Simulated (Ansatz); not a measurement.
Pulling on the I1–H2 bond in HI (multiplicity 1 held). Energies count from the point at 1.615 Å.


Signs of static correlation in def2-SVP, with CASSCF(8,5), from Ansatz (an electronic-structure program) runs.

```tsv
R (Å)	T1 of restricted CCSD	⟨S²⟩ of UHF	largest double amplitude of restricted CCSD	weight of the CASSCF reference in MRCISD	CASSCF natural occupations
1.292	0.005	0.000	0.047	0.950	2.00 2.00 2.00 1.98 0.02
1.454	0.006	0.000	0.064	0.950	2.00 2.00 2.00 1.98 0.03
1.615	0.007	0.000	0.087	0.950	2.00 2.00 2.00 1.96 0.04
1.777	0.008	0.000	0.117	0.950	2.00 2.00 2.00 1.95 0.05
1.939	0.009	0.000	___	0.950	2.00 2.00 2.00 1.92 0.08
2.181	0.012	0.426	0.223	0.950	2.00 2.00 2.00 1.86 0.14
2.423	0.016	0.719	0.306	0.951	2.00 2.00 2.00 1.76 0.24
2.827	0.024	0.915	___	0.951	2.00 2.00 2.00 1.55 0.45
3.231	0.032	0.977	0.619	0.951	2.00 2.00 2.00 1.34 0.66
3.716	0.038	0.999	0.759	0.951	2.00 2.00 2.00 1.18 0.82
4.362	0.042	1.005	0.863	0.951	2.00 2.00 2.00 1.07 0.93
5.169	0.044	1.006	0.915	0.951	2.00 2.00 2.00 1.02 0.98
6.462	0.043	1.006	0.936	0.951	2.00 2.00 2.00 1.00 1.00
```

Question: Complete the blanks.

Answer: 
- 1.939, largest double amplitude of restricted CCSD: 0.154
- 2.827, largest double amplitude of restricted CCSD: 0.465

Doubts at one or more of the structures used: a restricted determinant that unrestricted orbitals would lower (R-CCSD(T)/def2-SVP); other coupled-cluster roots lie near (R-CCSD(T)/def2-SVP); a spin-contaminated determinant (U-CCSD(T)/def2-SVP); T1 above 0.05 (U-CCSD(T)/def2-SVP).
